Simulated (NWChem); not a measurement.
System: bromine (Br₂); SMILES BrBr

```xyz
2

Br     0.0000     0.0000     1.1492
Br     0.0000     0.0000    -1.1492
```
Atoms are numbered in this order, from 1.

Program: NWChem. Medium grid unless said otherwise, to which SCAN and Minnesota functionals are sensitive. All runs use the structure optimised with PBE0/def2-SVP. Total energies of different functionals are on different scales.

| level | energy (Ha) | highest occupied level (eV) | orbital gap (eV) |
|---|---|---|---|
| B3LYP/def2-TZVP | -5148.3593 | -7.86 | 4.00 |
| PBE/def2-TZVP | -5147.5327 | -6.83 | 2.30 |
| PW6B95/def2-TZVP | -5150.5637 | … | … |
| revPBE/def2-TZVP | -5147.8635 | -6.78 | 2.34 |
| TPSS/def2-TZVP | -5148.1193 | -6.96 | 2.49 |
| OLYP/def2-TZVP | -5149.7612 | -6.70 | 2.35 |
| MN15-L/def2-TZVP | -5148.4319 | -7.31 | 3.22 |
| LDA (Slater exchange, VWN5)/def2-TZVP | -5141.2145 | -6.99 | 2.20 |
| LC-wPBE (HJS exchange hole, range parameter 0.4 per bohr)/def2-TZVP | -5147.6450 | -10.87 | 9.55 |

Q: Fill in the missing entries.

A: 
- PW6B95/def2-TZVP, highest occupied level (eV): -8.17
- PW6B95/def2-TZVP, orbital gap (eV): 4.66
